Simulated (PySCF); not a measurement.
SMILES ClC=C(Cl)Cl, PBE0/def2-SVP optimised geometry.

```
6

Cl    -0.02    -2.12     0.00
C     -0.68    -0.54     0.00
C      0.06     0.57     0.00
Cl     1.77     0.57     0.00
Cl    -0.69     2.12     0.00
H     -1.77    -0.48     0.00
```

Density from PBE0/def2-TZVP (PySCF) at that geometry.

Minimum of the electron density along straight lines between bonded atoms, close to the bond critical point (lines longer than 1.1 times the sum of covalent radii, or with two minima, are not listed):

| bond | length / Å | ρ at the minimum / e bohr⁻³ | ∇²ρ there / e bohr⁻⁵ | position (fraction from the first atom) |
|---|---|---|---|---|
| Cl1–C2 | 1.709 | 0.215 | -0.36 | 0.58 |
| C2–C3 | 1.340 | 0.346 | -1.03 | 0.48 |
| C3–Cl4 | 1.711 | 0.217 | -0.36 | 0.43 |
| C3–Cl5 | 1.721 | 0.212 | -0.34 | 0.43 |
| C2–H6 | 1.091 | 0.283 | -1.01 | 0.66 |
